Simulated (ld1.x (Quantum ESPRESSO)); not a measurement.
## What one change does to a pseudopotential (titanium (Ti), TM)

- Element: titanium (Ti)
- Generator: ld1.x (Quantum ESPRESSO) 7.5
- Type: norm-conserving Troullier–Martins (Kleinman–Bylander form)
- Functional: PBE
- Relativity: fully relativistic
- Frozen core: [Ar]
- Valence charge: 4
- Reference configuration: 3d2 4s2 4p0
- Partial waves: 4s (bound): rc 3.20 bohr; 4p (bound, empty): rc 3.15 bohr; 3d (bound): rc 1.80 bohr
- Local potential: the d channel
- Core correction: none

Open shells are filled in proportion to 2j + 1 (rel_dist='average').

Change: wave 4s (bound): rc 3.20 bohr becomes 4s (bound): rc 4.18 bohr.

Cutoffs: the cutoffs (Ry, on a coarse ladder) from which the occupation-weighted sum of valence levels, in a spherical-Bessel basis at the reference potential, stays within 10 and 1 mRy of its value at 400 Ry; they do not see the model core or the augmentation charge, which bear on the density cutoff. Errors are all-electron minus pseudo energies relative to the spin-unpolarised reference configuration.

**Question.** How do hardness, ghosts and transferability respond?

**Answer.** The potential gets neither clearly harder nor softer (60 Ry and 70 Ry → 60 Ry and 70 Ry); both files keep a bound ghost (p, s); of the 7 tests that both files solve, the error grows in 2 and shrinks in 5 by more than 15 % and 0.3 meV (median size 11.1 → 8.7 meV).

| quantity | base | changed |
| --- | --- | --- |
| cutoff, loose | 60 Ry | 60 Ry |
| cutoff, tight | 70 Ry | 70 Ry |
| bound ghosts | s, p3/2, p1/2 | s, p3/2, p1/2 |
| error for 3d2 4s1 4p0, meV [ΔE 7.35 eV] | +11 | +4.2 |
| error for 3d2 4s0 4p0, meV [ΔE 20.92 eV] | +207 | +90 |
| error for 3d1 4s0 4p0, meV [ΔE 47.87 eV] | +389 | -36 |
| error for 3d2 4s1.5 4p0, meV [ΔE 2.94 eV] | +1.1 | +0.5 |
| error for 3d2 4s1 4p1, meV [ΔE 3.08 eV] | +4.9 | -8.7 |
| error for 3d2 4s0 4p2, meV [ΔE 6.29 eV] | +25 | -44 |
| error for 3d2.5 4s1.5 4p0, meV [ΔE 0.35 eV] | -11 | +7.9 |

 A true bound ghost makes a file unfit for plane-wave use even where its test errors are small: the radial tests pick states by their node count and pass the ghost by.
